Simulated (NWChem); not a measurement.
# SF$_{3}$ cation; SMILES F[S+](F)F

```xyz
4

F      0.3041    -1.3136    -0.2764
S      0.0000     0.0000     0.4492
F      0.9856     0.9201    -0.2764
F     -1.2896     0.3935    -0.2764
```
Atoms are numbered in this order, from 1.

Results from NWChem. Geometry: optimised at PBE0/def2-SVP. Vzz is the largest principal value of the second derivative of the potential at the nucleus (NWChem prints the opposite sign); η is the asymmetry. Non-relativistic.

For level B3LYP/cc-pVTZ:

| Quantity | Result |
|---|---|
| Vzz S2 (a.u.) | -2.362 |

Task: Estimate the same quantities for level PBE/def2-SVP.

Result: The vzz S2 (a.u.) comes out as -2.112.
